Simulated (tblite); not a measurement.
C5H10AlBO.
SMILES with atom numbers: `[CH3:1][O:2][AlH:3][C@@H:4]1[BH:5][CH:6]=[CH:7][CH2:8]1` (hydrogens: H9, H10, H11 on C1; H12 on Al3; H13 on C4; H14 on B5; H15 on C6; H16 on C7; H17, H18 on C8)

Computed with GFN2-xTB (tblite), gas phase: L-BFGS steps from a force-field or distance-geometry start until the largest atomic force falls under 0.01 eV/Å.

Step 18: E = -603.6760 eV
```
atom  x, y, z in Å  |  force x, y, z in eV/Å
C1      2.6709   -1.0309   -0.4670    0.119  -0.074   0.110
O2      2.0488    0.2105   -0.3296    0.091  -0.173  -0.003
Al3     1.1436    1.5177    0.0707   -0.063  -0.048   0.083
C4     -0.8723    1.2444    0.1083   -0.182  -0.093   0.056
B5     -1.1351    0.6625    1.5273    0.094  -0.127   0.190
C6     -1.7349   -0.7483    1.3209   -0.059   0.019   0.067
C7     -1.8870   -0.9636    0.0081   -0.004   0.018  -0.032
C8     -1.4005    0.1548   -0.8505    0.095  -0.007   0.098
H9      3.1085   -1.1452   -1.4632   -0.068   0.046   0.038
H10     1.9470   -1.8221   -0.2812   -0.105  -0.122  -0.157
H11     3.4528   -1.1389    0.2853    0.172   0.076  -0.018
H12     1.9546    2.7331    0.5620   -0.194  -0.038  -0.093
H13    -1.3002    2.2396   -0.0601   -0.053  -0.076  -0.094
H14    -0.8776    1.2041    2.5312   -0.093   0.033   0.118
H15    -2.0527   -1.4997    2.0405    0.122   0.221  -0.050
H16    -2.2870   -1.8641   -0.4536    0.087   0.166   0.081
H17    -2.1822    0.5086   -1.5142   -0.155   0.155  -0.127
H18    -0.6055   -0.2562   -1.4731    0.195   0.025  -0.266
```

Step 19: E = -603.7033 eV
```
atom  x, y, z in Å  |  force x, y, z in eV/Å
C1      2.6769   -1.0425   -0.4606    0.089  -0.146   0.083
O2      2.0480    0.1944   -0.2940    0.068  -0.210  -0.032
Al3     1.1352    1.5036    0.0925    0.084   0.071   0.047
C4     -0.8778    1.2440    0.1110   -0.156  -0.063   0.078
B5     -1.1307    0.6616    1.5343    0.008  -0.029   0.081
C6     -1.7374   -0.7422    1.3164    0.065   0.070   0.132
C7     -1.8866   -0.9528    0.0028    0.027  -0.064   0.056
C8     -1.4008    0.1648   -0.8547    0.004  -0.142  -0.036
H9      3.1069   -1.1419   -1.4632   -0.083   0.120   0.035
H10     1.9503   -1.8482   -0.3035    0.120   0.071  -0.038
H11     3.4814   -1.1467    0.2745   -0.039  -0.016  -0.054
H12     1.9391    2.7545    0.5423   -0.242  -0.172  -0.102
H13    -1.3150    2.2272   -0.0693   -0.038   0.103  -0.049
H14    -0.8870    1.2092    2.5403   -0.071   0.001   0.071
H15    -2.0388   -1.4907    2.0423    0.042   0.132  -0.063
H16    -2.2794   -1.8582   -0.4465    0.027   0.086  -0.026
H17    -2.1923    0.5128   -1.5207    0.024   0.127  -0.003
H18    -0.6009   -0.2424   -1.4819    0.071   0.061  -0.183
```

Step 20: E = -603.7136 eV
```
atom  x, y, z in Å  |  force x, y, z in eV/Å
C1      2.6831   -1.0529   -0.4567    0.028  -0.067   0.034
O2      2.0457    0.1799   -0.2635    0.064  -0.218  -0.051
Al3     1.1333    1.4987    0.1066    0.086   0.018   0.006
C4     -0.8856    1.2457    0.1126   -0.085  -0.018   0.056
B5     -1.1307    0.6628    1.5374   -0.021   0.031   0.027
C6     -1.7361   -0.7383    1.3161    0.100   0.066   0.057
C7     -1.8858   -0.9489    0.0018    0.059  -0.053   0.101
C8     -1.4030    0.1678   -0.8569   -0.016  -0.119  -0.079
H9      3.1038   -1.1323   -1.4660   -0.088   0.141   0.060
H10     1.9600   -1.8664   -0.3153    0.162   0.110   0.011
H11     3.4981   -1.1603    0.2661   -0.077  -0.040  -0.038
H12     1.9277    2.7691    0.5254   -0.235  -0.208  -0.090
H13    -1.3248    2.2264   -0.0744   -0.009   0.118  -0.028
H14    -0.8931    1.2129    2.5436   -0.059  -0.002   0.068
H15    -2.0295   -1.4863    2.0411   -0.005   0.056  -0.010
H16    -2.2747   -1.8547   -0.4447   -0.006   0.025  -0.057
H17    -2.1980    0.5166   -1.5240    0.101   0.090   0.060
H18    -0.5992   -0.2334   -1.4875    0.001   0.073  -0.126
```

Problem. Estimate the geometry and energy of step 21. (The exact step hangs on the optimiser's Hessian estimate; all steps are aligned on step 20, rigid shifts and turns removed.)

Solution. E = -603.7232 eV, largest force 0.268 eV/Å
```
atom  x, y, z in Å  |  force x, y, z in eV/Å
C1      2.6897   -1.0635   -0.4525   -0.009   0.033  -0.035
O2      2.0436    0.1626   -0.2321    0.000  -0.102  -0.048
Al3     1.1323    1.4949    0.1186    0.053  -0.160  -0.050
C4     -0.8951    1.2470    0.1152    0.015   0.047  -0.004
B5     -1.1310    0.6650    1.5413   -0.040   0.101  -0.026
C6     -1.7326   -0.7337    1.3170    0.102   0.018  -0.004
C7     -1.8839   -0.9465    0.0030    0.083  -0.034   0.052
C8     -1.4055    0.1684   -0.8597    0.005  -0.029  -0.049
H9      3.0988   -1.1185   -1.4690   -0.075   0.137   0.082
H10     1.9730   -1.8827   -0.3256    0.139   0.075   0.050
H11     3.5127   -1.1758    0.2580   -0.063  -0.054  -0.008
H12     1.9125    2.7781    0.5063   -0.186  -0.182  -0.063
H13    -1.3329    2.2283   -0.0797    0.027   0.086  -0.006
H14    -0.8998    1.2169    2.5480   -0.048  -0.001   0.062
H15    -2.0209   -1.4816    2.0396   -0.041  -0.018   0.058
H16    -2.2700   -1.8508   -0.4451   -0.030  -0.034  -0.051
H17    -2.2016    0.5219   -1.5262    0.130   0.044   0.100
H18    -0.5979   -0.2236   -1.4954   -0.062   0.073  -0.060
```

The energy changes by -0.0096 eV. The first-order estimate −F·Δx gives -0.0139 eV and the mean of the old and new forces, exact on a quadratic surface, -0.0096 eV. The step makes an angle of 70° with the force vector and moves no atom by more than 0.036 Å.

What follows is the cost of the whole relaxation. Hardware: an Arm Neoverse N1 with one thread, shared host with 64 logical CPUs at a one-minute load of 60. Cost: 1.6 s.
